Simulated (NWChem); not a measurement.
# Si$_{2}$H$_{4}$OClF; SMILES O[Si@@H](Cl)[SiH2]F

```xyz
9

O      2.0341     0.6025    -0.0586
Si     0.4093     0.4921     0.3269
Cl    -0.7397     1.8892    -0.7401
Si    -0.3861    -1.5558    -0.4859
F      0.3155    -2.8221     0.2968
H      2.5102     1.3650     0.3172
H      0.1732     0.7808     1.7843
H     -1.8708    -1.6283    -0.2661
H     -0.0790    -1.6593    -1.9525
```
Atoms are numbered in this order, from 1.

Level: PBE-D3(BJ)/def2-SVP (NWChem), optimised geometry, unscaled harmonic frequencies. 

Q: List the harmonic frequencies with IR intensities, and the thermochemistry.

A: 
```
frequency (cm⁻¹)  IR intensity (km/mol)
----------------  ---------------------
56                                  1.7
73                                  3.1
161                                 3.7
175                                 5.1
239                                11.4
288                               103.8
423                                11.3
495                                37.2
522                                83.9
696                               129.3
719                                66.9
776                               184.0
816                                76.2
823                                45.1
868                               195.1
909                                65.9
928                                58.4
2152                              120.9
2169                               48.2
2184                              114.9
3745                               89.8
```

```yaml
zero_point_energy: 27.5 kcal/mol
thermal correction to the enthalpy at 298.15 K (with zero-point energy): 33.0 kcal/mol
heat capacity Cv: 26.1 cal/(mol K)
entropy at 298.15 K and 1 atm (symmetry number 1): 89.6 cal/(mol K)
dipole_moment: 1.61 D
```

Rigid rotor and harmonic oscillator; modes under 100 cm⁻¹ make the entropy uncertain.
